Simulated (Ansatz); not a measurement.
Gas-phase electronic energies from Ansatz, PBE0-D4/def2-TZVP geometries. CCSD(T)/CBS is the MP2 limit (def2-TZVPP, def2-QZVPP) plus CCSD(T) − MP2 in def2-TZVPP, frozen cores. For Ge outer-core shells are correlated without core-valence functions, which leaves a few kJ/mol of doubt a bond. Scalar relativity is left out up to krypton. Each species was taken in one conformer, which may not be the lowest.

`F[SiH2][O][GeH3]` + `N[Si](F)(Cl)Cl` → `F[SiH2]N[Si](F)(Cl)Cl` + `[OH][GeH3]`  (ligand exchange at the Si–O bond)

```tsv
species	CCSD(T)/CBS(def2) energy (Eh)
`F[SiH2][O][GeH3]`	-2543.28863
`N[Si](F)(Cl)Cl`	-1364.55198
`F[SiH2]N[Si](F)(Cl)Cl`	-1754.12128
`[OH][GeH3]`	-2153.69723
```

Question: Work out ΔE.

Answer: ΔE = (-1754.12128) + (-2153.69723) − (-2543.28863) − (-1364.55198) = 0.02210 Eh = +0.60 eV.

Question: What do rigid-rotor, harmonic-oscillator terms from PBE0-D4/def2-TZVP frequencies (298.15 K, 1 bar) make of the CCSD(T)/CBS value? (Estimate.)

Answer: The calculation gave: ΔZPE = -0.01 eV, ΔH = +0.59 eV, ΔS = -11 J/(mol·K), ΔG = +0.63 eV. Modes under 50 cm⁻¹ make the entropy rough.

Largest T1 diagnostic among the species: 0.012.

At CCSD(T), def2-SVP lies −0.05 eV from the extrapolated value and def2-TZVPP −0.00 eV. From PBE to PBE0 (25 % exact exchange), in def2-TZVPP and without D4, ΔE moves by +0.04 eV.
